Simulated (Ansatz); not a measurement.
B₇N₆⁺, relaxed as a singlet with RKS PBE-D4/def2-SVP in Ansatz, starting from the GFN2-xTB geometry. Force threshold 0.03 eV/Å.

Another isomer (singlet) lies 1.74 eV lower at PBE0-D4/def2-TZVP; other spin states weren't run for this one.

Start:

```tsv
atom	x (Å)	y (Å)	z (Å)
B1	0.2264	1.1457	0.5141
B2	-1.1759	0.4664	-1.6848
B3	1.2789	2.1140	2.2250
B4	-1.5961	-1.5058	-2.6105
B5	-0.3181	-2.1747	-0.7995
B6	1.5107	-0.0297	2.2477
B7	0.1263	-0.8723	0.0615
N8	1.8294	1.0847	2.8850
N9	-1.7654	-0.1985	-2.6686
N10	0.7896	-0.3011	1.1352
N11	0.5213	2.2971	1.1270
N12	-0.4301	0.4224	-0.5737
N13	-0.9969	-2.4483	-1.8585
```

Problem. Estimate the energy that the relaxation releases and the steps that it takes.

Solution. 0.88 eV, in 8 steps; 30 s on 6 threads of Intel Xeon on a shared host. No frequencies were taken in this run, so the end may be a saddle point.

Problem. Does the start keep its bonding and symmetry?

Solution. Bonds formed: B3–B6 (atoms count from 1). Point group Cs at the start, Cs at the end, both within 0.05 Å.

Problem. Predict the relaxed structure.

Solution. 
```xyz
13

B     0.269    1.137    0.573
B    -1.187    0.395   -1.712
B     1.274    2.004    2.203
B    -1.533   -1.478   -2.510
B    -0.373   -2.165   -0.882
B     1.498    0.093    2.249
B     0.099   -0.814    0.026
N     1.908    1.100    3.012
N    -1.813   -0.188   -2.734
N     0.796   -0.310    1.140
N     0.524    2.358    1.137
N    -0.435    0.471   -0.577
N    -1.028   -2.603   -1.926
```
Bond lengths: 14 × B–N 1.31 to 1.64 Å; 2 × B–B 1.70 to 1.92 Å.
